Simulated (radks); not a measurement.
Question: Successive ionisation energies (eV) of one element, from differences of total energies of ions in their ground configurations, starting at charge 22: 650.48, 697.60, 745.90, 800.07, 850.99, 903.05, 956.22, 1010.5, 1065.9, 1330.8, 1384.4, 1438.5, 1493.3, 1548.6, 1604.5, 1684.8, 1742.8, 1801.3, 1860.3, 2084.2, 2142.2, 2200.5. Method: Dirac Kohn-Sham, relativistic LDA (MacDonald-Vosko exchange, VWN5 correlation), spin-unpolarised, spherical densities, finite nucleus; open shells fill j = l - 1/2 first; Fermi nuclear charge, rms radius 5.4032 fm; computed with a radial shooting solver on a logarithmic mesh with Libxc functionals. Which element is it?

Answer: Iridium (Z = 77). The first species listed is Ir22+ in [Kr] 4d10 4f9, the last Ir43+ in [Ar] 3d10 4s2 4p4.
